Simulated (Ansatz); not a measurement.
This geometry of Cl3FSi + ClH (7 atoms, charge 0, multiplicity 1) is a first-order saddle point.

Computed with RKS PBE0/def2-SVP (Ansatz).

```xyz
7
Properties=species:S:1:pos:R:3
Si -0.257 0.035 -0.063
F -0.067 -0.662 1.618
Cl 1.748 0.488 -0.025
Cl -0.880 1.453 -1.432
Cl -0.728 -1.757 -0.912
Cl -2.165 0.653 1.306
H -1.121 -0.210 1.936
```

(1) Which two structures does it join? (They come from a converged band through this point; their orientation in space is the band's.)

(2) How far does it lie above each of them?

Results:

(1) Bonds broken: Si1–F2, Cl6–H7. Bonds formed: Si1–Cl6, F2–H7. Cl3FSi + ClH becomes Cl4Si + FH.

Initial state:

```xyz
7
Properties=species:S:1:pos:R:3
Si 0.303 0.000 -0.281
F 0.041 0.000 1.313
Cl 2.308 0.000 -0.563
Cl -0.536 1.670 -1.054
Cl -0.536 -1.671 -1.053
Cl -3.161 0.000 1.931
H -1.889 0.001 2.134
```

Final state:

```xyz
7
Properties=species:S:1:pos:R:3
Si -0.418 0.383 -0.486
F -0.299 -1.321 2.440
Cl 1.440 0.692 0.263
Cl -0.700 1.559 -2.123
Cl -0.697 -1.561 -0.989
Cl -1.823 0.937 0.912
H -0.973 -0.688 2.411
```

(2) 1.62 eV above the first and 1.17 eV above the second. This is the barrier of this one path; another mechanism may lie lower. The orbitals stay closed-shell, which can raise the energy where a bond breaks towards radicals; this wasn't checked here.

Run time: 3 min on 2 threads of Intel(R) Xeon(R) 6975P-C (Granite Rapids) (shared host), peak memory 0.31 GiB.
